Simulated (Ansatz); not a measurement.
Ansatz (an electronic-structure program) job for Zn(I)(SiH3) (H3ISiZn), SMILES [SiH3][Zn][I], r2SCAN-D4/def2-SVP. 

Ansatz 0.2 input:
```yaml
crystal:
  periodic: [false, false, false]
  atoms:
    - {symbol: Zn, position_ang: [-0.61040394, -0.27889908, 0.63920390]}
    - {symbol: I, position_ang: [1.08743888, 0.46891961, -1.09178316]}
    - {symbol: Si, position_ang: [-2.24584842, -0.94281690, 2.21173462]}
    - {symbol: H, position_ang: [-2.98753963, -2.12294460, 1.76402139]}
    - {symbol: H, position_ang: [-3.23178686, 0.11330910, 2.44891446]}
    - {symbol: H, position_ang: [-1.66093802, -1.27669492, 3.51117026]}
basis:
  gaussian:
    orbitals: def2-SVP
hamiltonian:
  xc: r2scan
  dispersion: d4
relax: {f_tol: 0.002, max_steps: 200}
```

Log of the run:

```
WARN ansatz: RAYON_NUM_THREADS=1 ignored (pool sized by the plan → 1); use --threads N
Functional definition: r2SCAN
integrals: 0.04 GiB planned
1044 factors; their error is unknown
mean field: 0.23 GiB planned
mean field evaluation 1: about -64438.5402 eV, gradient 3.7e1 eV
mean field evaluation 2: about -64434.8030 eV, gradient 6.0e1 eV
mean field evaluation 4: about -64441.1916 eV, gradient 2.0e0 eV
mean field evaluation 8: about -64441.1478 eV, gradient 1.9e-2 eV
mean field -64441.14776263 eV, -2368.1685004977 hartree, gradient 4.9e-5 eV, S^2 0.000000; 0 other end points of the search recorded, 0 dependent functions left out
the calculation of the forces begins
reference -64441.14777452 eV, -2368.1685009349 hartree; 36, 36 occupied and 54, 54 virtual orbitals, 1044 factors
relax step   1: F+E_penalty+E_count = -64441.17518298 eV  Δ(F+E_penalty+E_count) = +0.000e0 eV  max|allowed force component| = 5.709e-1 eV/Å  Δτ_max = 0.0000 Å  (24 SCF iters, accepted)
these checks for a lower state are left out or cut short: starts, cluster_reference, orbital_swaps, neighbouring_geometries, increment
integrals: 0.04 GiB planned
1044 factors; their error is unknown
mean field: 0.24 GiB planned
mean field evaluation 16: about -64441.2786 eV, gradient 4.7e-2 eV
mean field -64441.21794468 eV, -2368.1710796408 hartree, gradient 8.1e-6 eV, S^2 0.000000; 0 other end points of the search recorded, 0 dependent functions left out
the calculation of the forces begins
reference -64441.21795654 eV, -2368.1710800765 hartree; 36, 36 occupied and 54, 54 virtual orbitals, 1044 factors
relax step   2: F+E_penalty+E_count = -64441.24593293 eV  Δ(F+E_penalty+E_count) = -7.075e-2 eV  max|allowed force component| = 2.208e-1 eV/Å  Δτ_max = 0.1279 Å  (27 SCF iters, accepted)
these checks for a lower state are left out or cut short: starts, cluster_reference, orbital_swaps, neighbouring_geometries, increment
integrals: 0.04 GiB planned
1044 factors; their error is unknown
mean field: 0.24 GiB planned
mean field -64441.22483250 eV, -2368.1713327635 hartree, gradient 2.2e-5 eV, S^2 0.000000; 0 other end points of the search recorded, 0 dependent functions left out
the calculation of the forces begins
reference -64441.22484439 eV, -2368.1713332002 hartree; 36, 36 occupied and 54, 54 virtual orbitals, 1044 factors
relax step   3: F+E_penalty+E_count = -64441.25270150 eV  Δ(F+E_penalty+E_count) = -6.769e-3 eV  max|allowed force component| = 3.525e-2 eV/Å  Δτ_max = 0.0309 Å  (28 SCF iters, accepted)
these checks for a lower state are left out or cut short: starts, cluster_reference, orbital_swaps, neighbouring_geometries, increment
integrals: 0.04 GiB planned
1044 factors; their error is unknown
mean field: 0.23 GiB planned
mean field evaluation 32: about -64441.2250 eV, gradient 2.5e-4 eV
mean field -64441.22495637 eV, -2368.1713373156 hartree, gradient 1.1e-5 eV, S^2 0.000000; 0 other end points of the search recorded, 0 dependent functions left out
the calculation of the forces begins
reference -64441.22496825 eV, -2368.1713377522 hartree; 36, 36 occupied and 54, 54 virtual orbitals, 1044 factors
relax step   4: F+E_penalty+E_count = -64441.25283605 eV  Δ(F+E_penalty+E_count) = -1.345e-4 eV  max|allowed force component| = 5.227e-3 eV/Å  Δτ_max = 0.0035 Å  (22 SCF iters, accepted)
these checks for a lower state are left out or cut short: starts, cluster_reference, orbital_swaps, neighbouring_geometries, increment
integrals: 0.04 GiB planned
1044 factors; their error is unknown
mean field: 0.23 GiB planned
mean field -64441.22504967 eV, -2368.1713407444 hartree, gradient 2.2e-5 eV, S^2 0.000000; 0 other end points of the search recorded, 0 dependent functions left out
the calculation of the forces begins
reference -64441.22506156 eV, -2368.1713411810 hartree; 36, 36 occupied and 54, 54 virtual orbitals, 1044 factors
relax step   5: F+E_penalty+E_count = -64441.25293101 eV  Δ(F+E_penalty+E_count) = -9.496e-5 eV  max|allowed force component| = 1.237e-3 eV/Å  Δτ_max = 0.0097 Å  (28 SCF iters, accepted)
these checks for a lower state are left out or cut short: starts, cluster_reference, orbital_swaps, neighbouring_geometries, increment
integrals: 0.04 GiB planned
1044 factors; their error is unknown
mean field: 0.23 GiB planned
mean field -64441.22505380 eV, -2368.1713408960 hartree, gradient 7.9e-6 eV, S^2 0.000000; 0 other end points of the search recorded, 0 dependent functions left out
the calculation of the forces begins
reference -64441.22506568 eV, -2368.1713413326 hartree; 36, 36 occupied and 54, 54 virtual orbitals, 1044 factors
relax step   6: F+E_penalty+E_count = -64441.25293547 eV  Δ(F+E_penalty+E_count) = -4.457e-6 eV  max|allowed force component| = 3.302e-4 eV/Å  Δτ_max = 0.0026 Å  (22 SCF iters, accepted)
integrals: 0.04 GiB planned
1044 factors; their error is unknown
mean field: 0.23 GiB planned
mean field -64441.22505380 eV, -2368.1713408960 hartree, gradient 8.1e-6 eV, S^2 0.000000; 1 other end points of the search recorded, 0 dependent functions left out
the calculation of the forces begins
reference -64441.22506568 eV, -2368.1713413326 hartree; 36, 36 occupied and 54, 54 virtual orbitals, 1044 factors
Total energy: -64441.25294735 eV, -2368.1723659651 hartree
Atom 0 at    -0.633434    -0.266950     0.625176 Å, force     0.000330     0.000207    -0.000259 eV/Å
Atom 1 at     1.037650     0.429830    -1.011900 Å, force    -0.000229    -0.000102     0.000216 eV/Å
Atom 2 at    -2.237708    -0.935612     2.197391 Å, force     0.000075    -0.000004    -0.000065 eV/Å
Atom 3 at    -2.978995    -2.146785     1.726091 Å, force    -0.000029     0.000028     0.000233 eV/Å
Atom 4 at    -3.238418     0.150225     2.438437 Å, force     0.000069    -0.000119     0.000047 eV/Å
Atom 5 at    -1.598173    -1.269835     3.508066 Å, force    -0.000216    -0.000010    -0.000172 eV/Å
Dipole moment:    -0.248088    -0.103477     0.242963 e Å
```

Self-consistency was reached.

Cost: roughly 30 core-seconds.
